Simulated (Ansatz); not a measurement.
Molecule: ZrO (charge 0, singlet). 
Geometry from a B3LYP-D3(BJ)/def2-TZVP (Ansatz, a first-principles code) optimisation:
```
Zr
O 1 1.7178
```

Basis-set convergence of Hartree-Fock and MP2 correlation energies (hartree) with Ansatz. Cores are frozen in the correlated levels unless marked. Spin-orbit coupling is left out. The frozen core is the preceding noble-gas configuration, with the filled d and f shells of earlier blocks. Past Kr the def2 sets carry scalar-relativistic core potentials.

The Hartree-Fock reference is unstable (checked in the largest basis), which strains HF and MP2. The T1 diagnostic of CCSD in the largest basis is 0.032, which is high, so the coupled-cluster rows are less sure than usual.

```
basis        functions       E(HF)  E(corr, MP2)
-----------  ---------  ----------  ------------
def2-SVPD           57  -121.28586      -0.31250
def2-TZVPPD         96  -121.39193      -0.36323
def2-QZVPPD        147  -121.39762      -0.38380
```

Extrapolating the two largest sets (X = 3 and 4) as X^-3: E(corr) = (64·(-0.38380) - 27·(-0.36323))/37 = -0.3988 Eh, an estimate of the basis-set limit. The largest set recovers 96.2 % of it, the smallest 78.4 %.
